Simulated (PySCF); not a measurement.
## Polarisability and C₆ of Sb⁺ (antimony, charge +1)

[Kr] 4d10 5s2 5p2, high-spin 3P determinant. Computed with PySCF 2.14 in aug-cc-pwCVTZ-DK3, with the spin-free X2C one-electron Hamiltonian (Gaussian nucleus). Coupled (time-dependent) response in atomic units; α is the mean over directions.

```
 method  mean α (bohr³)         α xx, yy, zz  C₆ (like pair)  S(−4)
  M06-L           25.19  22.85, 26.37, 26.37           212.6  159.9
r2SCANh           25.16  23.26, 26.10, 26.10           215.7  153.3
```

S(−4) is the Cauchy moment in α(ω) = α(0) + S(−4) ω² + …

Spin-orbit coupling is absent.

α(iu) at M06-L:

| u (hartree) | α(iu) (bohr³) |
| --- | --- |
| 0 | 25.19 |
| 0.0500 | 24.80 |
| 0.100 | 23.71 |
| 0.200 | 20.25 |
| 0.300 | 16.49 |
| 0.500 | 10.78 |
| 0.750 | 6.896 |
| 1.00 | 4.879 |
| 1.50 | 2.971 |
| 2.00 | 2.083 |
| 3.00 | 1.234 |
| 5.00 | 0.5902 |

A single London oscillator, α(iu) = α/(1 + u²/ω²), gives C₆ = (3/4) ω α². Matching the computed C₆ needs ω = 4 × 212.6 / (3 × 25.19²) = 0.447 hartree.

For an ion, C₆ is the dispersion term alone; charge-induced terms of lower order in 1/R come first.

The components differ because the open shell of this determinant is not spherical; for a pure term their mean is the scalar polarisability.
